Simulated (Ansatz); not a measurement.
`B1C[Se]1` → B• + C• + 3 H• + Se•  (atomization)

Isolated molecules relaxed with PBE0-D4/def2-TZVP in Ansatz; ΔE leaves out vibrations. CCSD(T)/CBS is the MP2 limit (def2-TZVPP, def2-QZVPP) plus CCSD(T) − MP2 in def2-TZVPP, frozen cores. This one scheme is used for every species, atoms too. DFT in def2-TZVPP. B3LYP here is the variant with VWN-RPA as its local correlation; programs differ in this. HSE06 is defined as in plane-wave codes. Open shells (•) are unrestricted, without spin–orbit coupling. Spin–orbit coupling would lower the free atoms: a little for B, C; clearly for Se. For Se outer-core shells are correlated without core-valence functions, so the limit isn't a true one: a few kJ/mol of doubt a bond, and 10 to 20 or more in all where bonds break to atoms. Scalar relativity is left out up to krypton.

`B1C[Se]1`:

Z-matrix (Å, degrees):
```
C
Se 1 2.020
B 1 1.525 2 62.3
H 1 1.086 2 113.2 3 114.5
H 1 1.086 2 113.2 3 -114.5
H 3 1.182 1 147.1 2 -180.0
```

```
         level  ΔE (kJ/mol)
       BLYP-D4       2133.2
      B3LYP-D4       2134.8
    r2SCAN0-D4       2127.7
      BHLYP-D4       2071.2
  CAM-B3LYP-D4       2130.0
       ωB97M-V       2133.0
         HSE06       2152.8
MP2/def2-TZVPP       2123.6
```

**Question.** What does CCSD(T)/CBS give? (Estimate.)

**Answer.** Ansatz gave: +2132.3 kJ/mol. The listed levels differ from it by 0.9, 2.5, -4.6, -61.1, -2.3, 0.7, 20.5, -8.7 kJ/mol.

Largest T1 diagnostic among the species: 0.015.

The D4 term adds +16.6 kJ/mol with B3LYP and +8.3 kJ/mol with PBE0; it sums over pairs of atoms, weighted by their polarisabilities, and B3LYP, whose exchange is more repulsive, gets the larger term. In def2-TZVPP, CCSD(T) changes the Hartree–Fock value by +518.5 kJ/mol (the triples alone add +41.0 kJ/mol) and MP2 by +565.4 kJ/mol; breaking electron pairs costs correlation energy, which Hartree–Fock lacks. At CCSD(T), def2-SVP lies −111.7 kJ/mol from the extrapolated value and def2-TZVPP −55.6 kJ/mol: correlation converges slowly with the basis, and small sets miss more of it in the bonded molecule than in its fragments.

For atomizations the MP2-based limit and the directly extrapolated one differ by several kJ/mol either way, and by 10 to 25 for some Ge, Se and Sn compounds, so smaller differences from it don't rank the levels.
